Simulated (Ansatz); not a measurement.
`FC[SiH2]CS` + `OBO` → `OBOCF` + `[SiH3]CS`  (substitution at a C–Si bond)

Gas-phase electronic energies from Ansatz, PBE0-D4/def2-TZVP geometries. CBS: MP2 limit from def2 TZ/QZ plus the TZ coupled-cluster correction, frozen cores. This one scheme is used for every species. Functionals use def2-TZVPP. B3LYP here is the variant with VWN-RPA as its local correlation; programs differ in this. Each species was taken in one conformer, which may not be the lowest.

`FC[SiH2]CS`:

Cartesian coordinates in Å:
```
F -0.653 2.173 -0.782
C 0.388 1.284 -1.047
Si -0.198 -0.481 -0.704
C -0.695 -0.629 1.098
S 0.727 -0.388 2.198
H 0.695 1.418 -2.090
H 1.233 1.550 -0.405
H -1.347 -0.803 -1.595
H 0.924 -1.418 -0.990
H -1.209 -1.565 1.326
H -1.385 0.186 1.336
H 1.520 -1.327 1.656
```

`OBO`:

Z-matrix (Å, degrees):
```
B
O 1 1.353
O 1 1.364 2 119.3
H 1 1.198 2 118.4 3 180.0
H 2 0.963 1 112.3 3 0.0
H 3 0.958 1 113.2 2 180.0
```

`OBOCF`:

```xyz
9

O    -1.460   -0.738   -1.602
B    -0.392   -0.194   -0.985
O    -0.411   -0.038    0.376
C     0.703    0.427    1.045
F     1.468   -0.634    1.449
H    -2.152   -1.001   -0.986
H     0.545    0.162   -1.638
H     0.374    0.960    1.939
H     1.326    1.057    0.401
```

`[SiH3]CS`:

```xyz
9

Si    0.632   -0.669   -0.565
C    -0.626   -0.011    0.664
S    -1.186    1.653    0.211
H     0.013   -0.779   -1.909
H     1.135   -2.005   -0.139
H     1.780    0.276   -0.628
H    -1.523   -0.636    0.633
H    -0.253   -0.029    1.690
H     0.029    2.201    0.043
```

```tsv
level	ΔE (kcal/mol)
PBE-D4	8.6
B2PLYP	7.3
B3LYP	6.9
MP2/def2-QZVPP	9.1
```

Question: What does CCSD(T)/CBS give? (An estimate is asked.)

Answer: The calculation gave: +8.7 kcal/mol. The listed levels differ from it by -0.1, -1.4, -1.8, 0.4 kcal/mol.

Largest T1 diagnostic among the species: 0.013.

The D4 term adds +1.0 kcal/mol with B3LYP and +0.6 kcal/mol with PBE0; it sums over pairs of atoms, weighted by their polarisabilities, and B3LYP, whose exchange is more repulsive, gets the larger term. In def2-TZVPP, CCSD(T) changes the Hartree–Fock value by +3.6 kcal/mol (the triples alone add +0.2 kcal/mol) and MP2 by +4.6 kcal/mol.
